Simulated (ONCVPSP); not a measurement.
## What one change does to a pseudopotential (Mg (Z = 12), ONCV)

* Element: magnesium
* Generator: ONCVPSP 4.0.1
* Type: optimised norm-conserving Vanderbilt (ONCV)
* Functional: PBEsol
* Relativity: scalar-relativistic
* Frozen core: [He]
* Valence charge: 10
* Reference configuration: 2s2 2p6 3s2
* Partial waves: 2s+3s: rc 1.25 bohr, ncon 4, nbas 9, qcut 12.5 1/bohr, 2 projectors; 2p: rc 1.00 bohr, ncon 4, nbas 7, qcut 15.3 1/bohr, 2 projectors, debl 1.4 Ha; d scattering state at 0.05 Ha: rc 1.15 bohr, ncon 4, nbas 8, qcut 8.7 1/bohr, 2 projectors, debl 3.3 Ha
* Local potential: polynomial inside 0.70 bohr (lpopt 4, dvloc0 0 Ha)
* Core correction: Teter function, fcfact 6, rcfact 1.5

In the p channel the program set the typed energies aside and used -1.711, 0.250 Ha.

Change: s: rc 0.96.

Cutoffs: the cutoffs (Ha) at which the residual kinetic energy of the hardest occupied pseudo-wave falls to 1 and 0.1 mHa per electron; they do not see the model core or the augmentation charge, which bear on the density cutoff. Errors are all-electron minus pseudo energies relative to the spin-unpolarised reference configuration.

Q: What does the change do?

A: The potential gets neither clearly harder nor softer (81 Ha and 94 Ha → 81 Ha and 94 Ha); the p channel sets the loose cutoff, while the largest relative change is in s, which becomes harder; of the 4 tests that both files solve, the error grows in 0 and shrinks in 2 by more than 15 % and 0.3 meV (median size 0.8 → 0.4 meV); neither file shows a bound ghost.

```csv
quantity,base,changed
"cutoff, loose",81 Ha,81 Ha
"cutoff, tight",94 Ha,94 Ha
loose cutoff by channel,"s 21 Ha, p 81 Ha","s 48 Ha, p 81 Ha"
bound ghosts,none,none
GHOST(+) flags under 300 eV,none,none
"error for 2s2 2p6 3s1, meV [ΔE 7.92 eV]",-0.2,-0.1
"error for 2s2 2p6 3s0, meV [ΔE 22.74 eV]",-1.3,-0.8
"error for 2s2 2p6 3s1.5, meV [ΔE 3.13 eV]",-0.1,0.0
"error for 2s1 2p6 3s2, meV [ΔE 91.20 eV]",-224,-129
p: phases at 1.02 bohr within 0.05 rad from the reference energy up to (Ha; the scan ends near 5),to the end of the scan,to the end of the scan
d: phases at 1.17 bohr within 0.05 rad from the reference energy up to (Ha; the scan ends near 5),to the end of the scan,to the end of the scan
"rms error of d²Exc/dni dnj with the model core, mHa",1.81,1.78
```
